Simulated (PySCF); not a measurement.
Ligand exchange on a metal centre used in film growth or etching (Nb Cl-F). All species are isolated molecules in the gas phase.

All values below come from PBE-D3(BJ)/def2-TZVP // PBE-D3(BJ)/def2-SVP run with PySCF. All candidates: neutral, multiplicity 1. 

```yaml
dipole_moment: 0.00 D
HOMO: -7.85 eV
LUMO: -5.02 eV
```

Problem. Identify which member has these values.
A) [Nb(Cl)3(F)2]
B) [Nb(F)5]
C) [Nb(Cl)5]
D) [Nb(Cl)2(F)3]

Solution. C, [Nb(Cl)5]. The others give [Nb(F)5]: 0.00 D, -10.21 eV, -4.33 eV; [Nb(Cl)2(F)3]: 0.66 D, -8.76 eV, -4.61 eV; [Nb(Cl)3(F)2]: 0.00 D, -8.61 eV, -4.51 eV
